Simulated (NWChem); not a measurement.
Molecule: trichloroethylene (C2HCl3); SMILES ClC=C(Cl)Cl

All runs: NWChem. The geometry was optimised at B3LYP/6-31G* (spherical d). Level PBE0/def2-SVPD: single points from the atomic guess with DIIS by default; each run changes one setting, and all converged runs end within 0.3 mHa of each other.

Question: Which setting needs the most SCF iterations, or fails (defaults; no DIIS, 40 % damping; no level shifting; DIIS on 3 Fock matrices; DIIS on 20 Fock matrices)?

Answer: no DIIS, 40 % damping, with 29 against 8 for the defaults.
```tsv
setting	SCF iterations
defaults	8
no DIIS, 40 % damping	29
DIIS on 20 Fock matrices	8
no level shifting	8
DIIS on 3 Fock matrices	10
```
